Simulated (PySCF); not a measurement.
Electron attachment to 3'-(trifluoromethyl)acetophenone

System: 3'-(trifluoromethyl)acetophenone, `CC(=O)c1cccc(C(F)(F)F)c1` (C9H7F3O). Optimised structure (Å), atoms numbered from 1:
```
C    -2.9592    0.6275    0.0044
C    -2.2198   -0.6653   -0.2192
O    -2.8114   -1.6957   -0.4586
C    -0.7214   -0.6583   -0.1408
C    -0.0348   -1.8521   -0.3961
C     1.3529   -1.8966   -0.3288
C     2.0746   -0.7491   -0.0013
C     1.3955    0.4418    0.2584
C     2.1664    1.6965    0.5653
F     1.4627    2.5368    1.3341
F     2.4810    2.3666   -0.5554
F     3.3148    1.4366    1.1992
C     0.0041    0.4912    0.1841
H    -4.0345    0.4484   -0.1084
H    -2.7598    1.0227    1.0128
H    -2.6371    1.3940   -0.7175
H    -0.6214   -2.7392   -0.6450
H     1.8814   -2.8312   -0.5284
H     3.1642   -0.7788    0.0606
H    -0.5046    1.4332    0.3927
```

Energies: ωB97X-D3(BJ)/ma-def2-SVP (PySCF, density fitting, integration grid level 2) on PBE0-D3(BJ)/ma-def2-SVP structures. ωB97X-D3(BJ) is ωB97X-V with D3(BJ) in place of VV10. Thermal corrections: GFN2-xTB frequencies, unscaled, ideal gas at 298.15 K and 1 bar, quasi-RRHO entropy. These were taken at the GFN2-xTB minima.

Frontier levels of the parent: HOMO -10.33 eV, LUMO -0.16 eV.

Reduction to the radical anion:
| Quantity | Value |
| --- | --- |
| Vertical electron affinity (electronic) | 0.41 eV |
| Adiabatic electron affinity (with zero-point energy) | 0.81 eV |
| Adiabatic, electronic part | 0.73 eV |
| Vertical gap at the product's structure | 0.98 eV |
| Inner reorganisation energy (four-point) | 569 meV |
| Relaxation of product / of parent | 320 / 249 meV |
| ⟨S²⟩ of the product | 0.784 |
| Largest spin populations | C7 0.35, O3 0.23, C5 0.22, C2 0.17 |
| Largest changes of atomic charge | O3 -0.19, C7 -0.15, C2 -0.13, C5 -0.08 |
| Distances that move most (Å) | C2–C4 1.500 → 1.435; C2–O3 1.212 → 1.256; C4–C5 1.401 → 1.439; C4–C13 1.398 → 1.427 |
| Potential in acetonitrile | 2.65 V absolute (solvation -30 → -205 kJ/mol) |

Solvents are IEF-PCM continua (electrostatics only, gas-phase structures); absolute potentials refer to an electron at rest in vacuum.

Measured values (NIST Chemistry WebBook, evaluated or the median of agreeing entries): adiabatic electron affinity 0.77 eV (computed 0.81, difference 0.04).

Caveats: ma-def2-SVP is a small basis, whose errors can reach tens of kJ/mol.
